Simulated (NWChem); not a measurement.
System: C₃H₇Cl; SMILES CC(C)Cl

The following NWChem deck was run.

```
start job
memory heap 200 mb stack 900 mb global 1100 mb
geometry units angstroms noautoz
  C      0.129090    -1.048146    -1.268065
  C     -0.393591    -0.407149     0.000000
  C      0.129090    -1.048146     1.268065
  Cl     0.039946     1.350911     0.000000
  H      1.228313    -1.004317    -1.301140
  H     -0.177022    -2.106065    -1.307073
  H     -0.263205    -0.540413    -2.160224
  H     -1.493931    -0.416534     0.000000
  H      1.228313    -1.004317     1.301140
  H     -0.177022    -2.106065     1.307073
  H     -0.263205    -0.540413     2.160224
end
basis spherical
  * library aug-cc-pvtz
end
dft
  xc b3lyp
  iterations 150
  semidirect filesize 400000000
  mulliken
end
task dft energy
```

Excerpt of the output:

```
             Northwest Computational Chemistry Package (NWChem) 7.3.0
             --------------------------------------------------------

 CS  symmetry detected

                             Geometry "geometry" -> ""
                             -------------------------

 Output coordinates in angstroms (scale by  1.889725989 to convert to a.u.)

  No.       Tag          Charge          X              Y              Z
 ---- ---------------- ---------- -------------- -------------- --------------
    1 C                    6.0000     0.12763398     1.05387128    -1.26806500
    2 C                    6.0000    -0.39341885     0.41155008     0.00000000
    3 C                    6.0000     0.12763398     1.05387128     1.26806500
    4 Cl                  17.0000     0.04457770    -1.34540419     0.00000000
    5 H                    1.0000     1.22696466     1.01283162    -1.30114000
    6 H                    1.0000    -0.18116142     2.11101014    -1.30707300
    7 H                    1.0000    -0.26337142     0.54514449    -2.16022400
    8 H                    1.0000    -1.49377912     0.41814302     0.00000000
    9 H                    1.0000     1.22696466     1.01283162     1.30114000
   10 H                    1.0000    -0.18116142     2.11101014     1.30707300
   11 H                    1.0000    -0.26337142     0.54514449     2.16022400

 Effective nuclear repulsion energy (a.u.)     166.0057422459

      Symmetry information
      --------------------

 Group name             Cs
 Group number              2
 Group order               2
 No. of unique centers     7

                                 NWChem DFT Module
                                 -----------------

 Summary of "ao basis" -> "ao basis" (spherical)
 ------------------------------------------------------------------------------
       Tag                 Description            Shells   Functions and Types
 ---------------- ------------------------------  ------  ---------------------
 C                        aug-cc-pvtz               14       46   5s4p3d2f
 Cl                       aug-cc-pvtz               16       50   6s5p3d2f
 H                        aug-cc-pvtz                9       23   4s3p2d

      Symmetry analysis of basis
      --------------------------

        a'        194
        a"        155

            General Information
            -------------------
          SCF calculation type: DFT
          Wavefunction type:  closed shell.
          No. of atoms     :    11
          No. of electrons :    42
           Alpha electrons :    21
            Beta electrons :    21
          Charge           :     0
          Spin multiplicity:     1
          Use of symmetry is: on ; symmetry adaption is: on
          Maximum number of iterations: 150
          AO basis - number of functions:   349
                     number of shells:   121
          Convergence on energy requested:  1.00D-06
          Convergence on density requested:  1.00D-05
          Convergence on gradient requested:  5.00D-04

              XC Information
              --------------
                         B3LYP Method XC Potential
                     Hartree-Fock (Exact) Exchange  0.200
                        Slater Exchange Functional  0.800 local
                    Becke 1988 Exchange Functional  0.720 non-local
              Lee-Yang-Parr Correlation Functional  0.810
                  VWN I RPA Correlation Functional  0.190 local

             Grid Information
             ----------------
          Grid used for XC integration:  medium
          Radial quadrature: Mura-Knowles
          Angular quadrature: Lebedev.
          Tag              B.-S. Rad. Rad. Pts. Rad. Cut. Ang. Pts.
          ---              ---------- --------- --------- ---------
          C                   0.70       49          15.0       434
          Cl                  1.00       88          15.0       590
          H                   0.35       45          16.0       434
          Grid pruning is: on
          Number of quadrature shells:   366
          Spatial weights used:  Erf1

      Superposition of Atomic Density Guess
      -------------------------------------

 Sum of atomic energies:        -575.99734497

      Non-variational initial energy
      ------------------------------

 Total energy =    -578.302387
 1-e energy   =   -1119.195493
 2-e energy   =     374.887364
 HOMO         =      -1.640642
 LUMO         =      -1.578510

      Symmetry analysis of molecular orbitals - initial
      -------------------------------------------------

  Numbering of irreducible representations:

     1 a'          2 a"

  Orbital symmetries:

     1 a'          2 a"          3 a'          4 a'          5 a"
     6 a"          7 a'          8 a'          9 a"         10 a'
    11 a"         12 a'         13 a'         14 a'         15 a'
    16 a"         17 a'         18 a'         19 a"         20 a"
    21 a'         22 a'         23 a"         24 a'         25 a'
    26 a'         27 a'         28 a'         29 a'         30 a"
    31 a"

------------------------------------------------------------
EAF file 0: "./job.aoints.0" size=3197108224 bytes
------------------------------------------------------------
               write      read    awrite     aread      wait
               -----      ----    ------     -----      ----
     calls:     6104         1         0         0         0
   data(b): 3.20e+09  5.24e+05  0.00e+00  0.00e+00
   time(s): 0.00e+00  0.00e+00  0.00e+00  0.00e+00  0.00e+00
rate(mb/s): 0.00e+00  0.00e+00
------------------------------------------------------------

     ---------------------------------------------
      Total Density - Mulliken Population Analysis
     ---------------------------------------------

    Atom       Charge   Shell Charges
 -----------   ------   -------------------------------------------------------
    1 C    6     8.25   1.94  0.10  0.11  3.35  1.31  0.00 -0.57  0.33  1.09 -0.01 -0.24  0.87 -0.01 -0.03
    2 C    6    10.17   1.94  0.75  0.09  8.29 -3.97 -0.01  0.07  2.72  1.95 -0.02 -0.13 -1.24 -0.00 -0.28
    3 C    6     8.25   1.94  0.10  0.11  3.35  1.31  0.00 -0.57  0.33  1.09 -0.01 -0.24  0.87 -0.01 -0.03
    4 Cl  17    11.76   2.00  1.86  0.21  0.11 -0.40  1.30  5.80  0.01  0.17  0.34  0.10 -0.00  0.03  0.29 -0.01 -0.06
    5 H    1     6.11  -0.01  1.04  3.94  0.49 -0.01 -0.04  0.80 -0.04 -0.06
    6 H    1    -2.30   0.01  1.47 -2.80  0.54 -0.01  0.12 -1.51 -0.03 -0.10
    7 H    1    -0.95   0.00  0.12 -0.29 -0.45 -0.01 -0.19 -0.05 -0.02 -0.06
    8 H    1    -2.15   0.01  1.33 -3.22  1.70 -0.01  0.02 -1.70 -0.03 -0.26
    9 H    1     6.11  -0.01  1.04  3.94  0.49 -0.01 -0.04  0.80 -0.04 -0.06
   10 H    1    -2.30   0.01  1.47 -2.80  0.54 -0.01  0.12 -1.51 -0.03 -0.10
   11 H    1    -0.95   0.00  0.12 -0.29 -0.45 -0.01 -0.19 -0.05 -0.02 -0.06

 !! scf_movecs_sym_adapt:    2 vectors were symmetry contaminated

  Symmetry fudging

   convergence    iter        energy       DeltaE   RMS-Dens  Diis-err
 ---------------- ----- ----------------- --------- --------- ---------
 d= 0,ls=0.0,diis     1   -504.7640749301 -6.71D+02  4.20D+02  1.50D+02
 d= 0,ls=0.0,diis     2   -558.6998149902 -5.39D+01  3.06D-02  1.52D+02
 d= 0,ls=0.0,diis     3   -576.3315637355 -1.76D+01  1.05D-02  2.00D+01
 d= 0,ls=0.0,diis     4   -577.7104328232 -1.38D+00  4.64D-03  9.79D+00
 d= 0,ls=0.0,diis     5   -578.7784807950 -1.07D+00  1.33D-03  3.80D-01
  Resetting Diis
 d= 0,ls=0.0,diis     6   -578.8147135870 -3.62D-02  5.04D-04  1.06D-01
 d= 0,ls=0.0,diis     7   -578.8282028126 -1.35D-02  2.27D-04  4.20D-03
 d= 0,ls=0.0,diis     8   -578.8280526215  1.50D-04  1.16D-04  5.27D-03
 d= 0,ls=0.0,diis     9   -578.8286706917 -6.18D-04  1.33D-05  7.23D-05
 d= 0,ls=0.0,diis    10   -578.8286793994 -8.71D-06  3.62D-06  5.11D-06
 d= 0,ls=0.0,diis    11   -578.8286800148 -6.15D-07  8.04D-07  1.62D-07

         Total DFT energy =     -578.828680014842
      One electron energy =    -1123.288246206254
           Coulomb energy =      425.606089718990
    Exchange-Corr. energy =      -47.152265773481
 Nuclear repulsion energy =      166.005742245903

 Numeric. integr. density =       41.999995146118

                  Occupations of the irreducible representations
                  ----------------------------------------------

                     irrep           alpha         beta
                     --------     --------     --------
                     a'               14.0         14.0
                     a"                7.0          7.0

                       DFT Final Molecular Orbital Analysis
                       ------------------------------------

 Vector   19  Occ=2.000000D+00  E=-3.616099D-01  Symmetry=a'
              MO Center= -3.0D-02,  2.9D-01, -2.5D-14, r^2= 3.7D+00
   Bfn.  Coefficient  Atom+Function         Bfn.  Coefficient  Atom+Function
  ----- ------------  ---------------      ----- ------------  ---------------
   149      0.306910   4 Cl py              152      0.159915   4 Cl py
   155      0.159579   4 Cl py               55      0.133478   2 C  px
    56     -0.118597   2 C  py               50     -0.107259   2 C  s
    52      0.105886   2 C  px                9     -0.101202   1 C  px
   101     -0.101202   3 C  px               58      0.100412   2 C  px

[...]
```

Level: B3LYP/aug-cc-pVTZ. Structure relaxed at the PBE0/def2-SVP level.
